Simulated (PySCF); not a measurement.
Spin-Hamiltonian simulation

Molecule: n-PrOi-Pr, C6H14O.

Cartesian coordinates in Å; atom numbers follow the order of the lines, from 1:
```xyz
21

C     2.327   -0.010   -0.202
C     1.079   -0.613    0.422
C    -0.199   -0.056   -0.168
O    -1.289   -0.673    0.452
C    -2.558   -0.144    0.140
C    -3.000   -0.505   -1.271
C    -3.516   -0.671    1.190
H     2.369   -0.203   -1.286
H     2.361    1.082   -0.060
H     3.241   -0.429    0.244
H     1.063   -0.435    1.510
H     1.070   -1.707    0.289
H    -0.205   -0.222   -1.265
H    -0.240    1.045   -0.017
H    -2.512    0.964    0.223
H    -3.032   -1.600   -1.386
H    -2.318   -0.100   -2.033
H    -4.004   -0.104   -1.478
H    -3.564   -1.770    1.137
H    -4.528   -0.268    1.040
H    -3.168   -0.395    2.196
```

- J: B3LYP/pcJ-1 (without the spin–dipole term)
- geometry: PBE0-D3(BJ)/def2-SVP
- shielding tensors at PBE0/pcSseg-1 (GIAO)
- code: PySCF
- no solvent model, no relativistic terms, one conformer, fast rotation and ring inversion assumed for equivalent nuclei

δ = σ(ref) − σ, references computed at the same level: ¹H (σ = 31.27 ppm) against TMS.

Shifts (ppm): H8/H9/H10 0.89, H11/H12 1.55, H13/H14 3.12.
Couplings (Hz): H8–H9, H8–H10, H9–H10: -14.1; H8–H11, H8–H12, H9–H11, H9–H12, H10–H11, H10–H12: 8.5; H8–H13, H8–H14, H9–H13, H9–H14, H10–H13, H10–H14: -0.4; H11–H12: -14.4; H11–H13, H11–H14, H12–H13, H12–H14: 8.0; H13–H14: -8.9.

The 7-spin Hamiltonian (Zeeman plus full scalar coupling among like nuclei) was diagonalised exactly; lines are Lorentzian, 0.7 Hz wide, and the maxima above 3 % are listed with the tallest set to 100.

Task: Give the ¹H peak list of this spin system at 60 MHz.

Result: 
δ in ppm (height): 3.257 (34), 3.130 (84), 2.998 (54), 1.916 (4), 1.890 (4), 1.799 (8), 1.774 (7), 1.754 (20), 1.679 (7), 1.658 (9), 1.623 (28), 1.604 (26), 1.574 (4), 1.552 (8), 1.545 (8), 1.508 (24), 1.492 (23), 1.480 (36), 1.473 (37), 1.448 (6), 1.383 (13), 1.375 (17), 1.352 (37), 1.254 (9), 1.230 (12), 1.031 (55), 1.007 (76), 0.992 (50), 0.889 (100), 0.833 (18), 0.816 (9), 0.768 (16), 0.739 (27), 0.702 (15)

Task: And at 400 MHz?

Result: 
δ in ppm (height): 3.140 (31), 3.120 (63), 3.100 (32), 1.602 (5), 1.582 (19), 1.561 (40), 1.540 (40), 1.519 (23), 1.498 (6), 0.911 (53), 0.890 (100), 0.868 (46)

Task: Among coupled protons with different shifts, which pair is furthest from first order, and how does the field change that?

Result: H8 and H11: Δν/J is about 4.7 at 60 MHz (intermediate, with clear roofing) and 31.1 at 400 MHz (close to first order). J in Hz doesn't depend on the field, while Δν in Hz grows in proportion to it.

Unscaled 3J(H,H) at this level run about 10 % above measured values. Chain 3J(H,H) values assume equally populated staggered rotamers: (2 J gauche + J anti)/3.
